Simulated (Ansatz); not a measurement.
`[OH][Sn][Cl]` + H₂O → `[OH][Sn][OH]` + HCl at 500 K and 1 bar (formal hydrolysis of the Sn–Cl bond).

Computed with Ansatz on PBE0-D4/def2-TZVP structures; ΔE is electronic, products minus reactants. CCSD(T)/CBS is the MP2 limit (def2-TZVPP, def2-QZVPP) plus CCSD(T) − MP2 in def2-TZVPP, frozen cores. This one scheme is used for every species. def2 core potentials past Kr. For Sn outer-core shells are correlated without core-valence functions, which leaves a few kJ/mol of doubt a bond. One conformer a species, not always the lowest.

| species | CCSD(T)/CBS energy (Eh) | H − E (kJ/mol) | S (J/(mol·K)) |
| --- | --- | --- | --- |
| `[OH][Sn][Cl]` | -749.66523 | 63.9 | 338.4 |
| H₂O | -76.37941 | 73.2 | 206.3 |
| `[OH][Sn][OH]` | -365.64035 | 98.1 | 335.7 |
| HCl | -460.38127 | 32.5 | 201.9 |

H − E and S are ideal-gas, rigid-rotor, harmonic terms from PBE0-D4/def2-TZVP, for one conformer and one mirror image of each species. 1 Eh = 2625.50 kJ/mol, R = 8.31446 J/(mol·K).

Problem. By hand: ΔE, ΔH, ΔS and ΔG.

Solution. ΔE = (-365.64035) + (-460.38127) − (-749.66523) − (-76.37941) = 0.02302 Eh = 60.4 kJ/mol. Δ(H − E) = 98.1 + 32.5 − 63.9 − 73.2 = -6.5, so ΔH = 53.9 kJ/mol. ΔS = 335.7 + 201.9 − 338.4 − 206.3 = -7.1 J/(mol·K). ΔG = 53.9 − 500 × (-7.1)/1000 = 57.4 kJ/mol.

Problem. By hand: the equilibrium constant, and the temperature at which ΔG would vanish if ΔH and ΔS stayed fixed.

Solution. log₁₀ K = −ΔG/(RT ln 10) = -6.0. ΔH and −TΔS have one sign here, so there is no such temperature.

The number of gas molecules stays the same, so ΔS is small and ΔH decides. A doubt of 5 kJ/mol in ΔE shifts log₁₀ K by 0.5 here. Other conformers and mirror images would add mixing entropy, several J/(mol·K) or more a flexible species. These are equilibria of isolated gas molecules and say nothing of rates. Largest T1 diagnostic: 0.018 (customary marks: 0.02 for closed shells, 0.045 for open ones).

ΔS is within the doubt of such terms, so its sign, and with it that verdict, could turn.
